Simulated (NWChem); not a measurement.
C₂H₈OSi; SMILES C[SiH](C)O

```xyz
12

Si     0.0925    -0.0001     0.3472
C     -0.8404    -1.5382    -0.1885
C     -0.8365     1.5402    -0.1888
O      1.6598    -0.0022    -0.2445
H      0.2633    -0.0002     1.8290
H     -0.9850    -1.5659    -1.2810
H     -0.2976    -2.4500     0.1052
H     -1.8380    -1.5726     0.2786
H     -0.2913     2.4507     0.1047
H     -0.9811     1.5681    -1.2813
H     -1.8340     1.5772     0.2783
H      1.7619    -0.0029    -1.2000
```
Atoms are numbered in this order, from 1.

Computed with NWChem. The geometry was optimised at PBE0/def2-SVP. Level: PBE0/def2-SVP with SMD (1 M gas to 1 M solution), gas-phase geometry. Reactions with the solvent are ignored.

**Question.** Predict the results for solvent toluene. Quantities: solvation free energy (kcal/mol); cavity-dispersion-structure term (kcal/mol); dipole in solution (D).

**Answer.** 
```
Item                                         Result
-------------------------------------------  ------
solvation free energy (kcal/mol)               -2.9
cavity-dispersion-structure term (kcal/mol)    -0.8
dipole in solution (D)                         2.26
```
